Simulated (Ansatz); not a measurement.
CH5FOSSi, SMILES `CS[SiH](O)F`, relaxed with RKS PBE0-D4/def2-TZVP in the Gaussian-basis code of Ansatz from a PBE-D4/def2-SVP geometry. The force threshold is 0.005 eV/Å; the program also tests the step.

Total charge 0; spin multiplicity 1.

Start:

```xyz
10

C     1.451   -1.054   -0.399
S     0.921    0.706   -0.531
Si   -1.135    0.544    0.042
O    -1.642    2.014    0.624
F    -1.206   -0.636    1.183
H     2.557   -1.050   -0.424
H     1.074   -1.649   -1.254
H     1.104   -1.497    0.553
H    -2.109    0.163   -1.019
H    -1.016    2.458    1.224
```

(1) By how much does the energy fall, and how many steps does the optimiser take? (Estimate.)

(2) Which bonds change most? (Estimate.)

(3) Give the relaxed structure. (Best estimate.)

Results:

(1) Computed: 2.19 kcal/mol, in 11 steps.

(2) The calculation gave: Si3–F5 from 1.643 to 1.598 Å; Si3–O4 from 1.660 to 1.625 Å; S2–Si3 from 2.140 to 2.111 Å; C1–S2 from 1.843 to 1.820 Å.

(3) The calculation gave: 
```xyz
10

C     1.428   -1.055   -0.407
S     0.985    0.708   -0.329
Si   -1.077    0.538    0.089
O    -1.646    1.990    0.548
F    -1.257   -0.559    1.236
H     2.500   -1.096   -0.592
H     0.911   -1.553   -1.227
H     1.205   -1.553    0.535
H    -1.905    0.084   -1.042
H    -1.145    2.494    1.191
```
